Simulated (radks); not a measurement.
Results of a calculation; reference values are marked as such.
Initial-state core-level shifts of the tungsten ion W+ when its valence configuration changes from [Xe] 4f14 5d4 6s1. Level of theory: Dirac Kohn-Sham, PBE, spin-unpolarised, spherical densities, point nucleus; open shells fill j = l - 1/2 first (a radial shooting solver on a logarithmic mesh with Libxc functionals). Shifts are changes of the shell-averaged eigenvalues in eV (positive: less bound).

4f12 5d4 6s1 6p2: 3p -33.326; 3d -33.091; 4s -30.957; 5s -16.898
4f14 5d5: 3p +2.347; 3d +2.356; 4s +2.346; 5s +2.327
4f14 5d4 6p1: 3p -1.206; 3d -1.205; 4s -1.209; 5s -1.207
4f12 5d4 6p3: 3p -34.895; 3d -34.660; 4s -32.529; 5s -18.448
4f13 5d4 6s2: 3p -14.760; 3d -14.645; 4s -13.734; 5s -7.076
4f14 5d4.5 6s0.5: 3p +1.216; 3d +1.221; 4s +1.215; 5s +1.202
4f14 5d4 6s0.5 6p0.5: 3p -0.608; 3d -0.608; 4s -0.610; 5s -0.609
4f11 5d5 6p3: 3p -48.662; 3d -48.282; 4s -44.660; 5s -22.863
4f14 5d4.5 6p0.5: 3p +0.616; 3d +0.622; 4s +0.613; 5s +0.600
